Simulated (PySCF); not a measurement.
**Frontier orbitals and the lowest excitations**

C5H8BFO2.
Atom-mapped SMILES: `[CH3:1][CH2:2][B@@H-:3]1[O:4][C:5]([F:6])=[CH:7][CH:8]=[O+:9]1` (hydrogens: H10, H11, H12 on C1; H13, H14 on C2; H15 on B3; H16 on C7; H17 on C8)

Cartesian coordinates in Å at the PBE0-D3(BJ)/def2-SVP level; atoms count from 1:
```xyz
17
C5H8BFO2 angstrom
C     -1.904    0.244   -0.523
C     -1.490   -0.918    0.375
B      0.068   -1.013    0.684
O      0.520    0.333    1.388
C      1.322    1.132    0.877
F      1.562    2.213    1.572
C      1.974    0.968   -0.348
C      1.673   -0.199   -1.034
O      0.865   -1.087   -0.626
H     -1.652    1.217   -0.070
H     -2.987    0.259   -0.721
H     -1.400    0.199   -1.503
H     -2.024   -0.863    1.339
H     -1.802   -1.877   -0.076
H      0.444   -1.916    1.408
H      2.670    1.712   -0.727
H      2.149   -0.407   -2.004
```

Method used: TDDFT PBE0/def2-SVPD, vertical, gas phase, core orbitals frozen in the response in PySCF.

Frontier orbitals with the atoms that hold most of them (Löwdin shares over 4%, at most four atoms; ? is withheld):

```csv
orbital,ε (eV),atoms
HOMO-3,-9.21,"C2 28%, C1 23%, H14 15%, H10 12%"
HOMO-2,-9.16,"C2 20%, C1 16%, B3 13%, H15 13%"
HOMO-1,-8.82,?
HOMO,-7.17,?
LUMO,-2.33,"C8 28%, C5 22%, O9 15%, O4 13%"
LUMO+1,0.42,"C7 16%, B3 15%, C8 13%, H16 8%"
LUMO+2,0.95,"H17 19%, C8 11%, C5 11%, F6 9%"
```

(1) Give the leading atoms of the HOMO-1.

(2) Which atoms hold the HOMO, and with what shares?

(3) The HOMO–LUMO gap is 4.84 eV. Where does the response calculation put the lowest singlet, and from which orbitals?

(4) One configuration dominates each of S1 and S6. Which, and how do the shares of the two leading atoms of either orbital change from the occupied to the empty one?

Answers

(1) C2 (bonded to B, C and 2 H) 17%; C7 (bonded to 2 C and H) 16%; C1 (bonded to C and 3 H) 12%; B3 (bonded to C, 2 O and H) 11%. By element: carbon 45% or more, boron 11%.

(2) C7 (bonded to 2 C and H) 18%; B3 (bonded to C, 2 O and H) 15%; O9 (bonded to B and C) 14%; C2 (bonded to B, C and 2 H) 14%. By element: carbon 31% or more, boron 15%, oxygen 14% or more.

(3) S1 is at 3.74 eV (f = 0.022), 1.10 eV below the gap, made of HOMO→LUMO (98%). 

(4) 
- S1 (3.74 eV, f 0.022), HOMO→LUMO (98%): C7 18% → at most 14%, B3 15% → at most 14%, C8 at most 14% → 28%, C5 at most 14% → 22%
- S6 (6.53 eV, f 0.027), HOMO→LUMO+1 (98%): C7 18% → 16%, B3 15% → 15%

Löwdin shares depend on the basis, the more so with diffuse functions.

One conformer stands for the species.
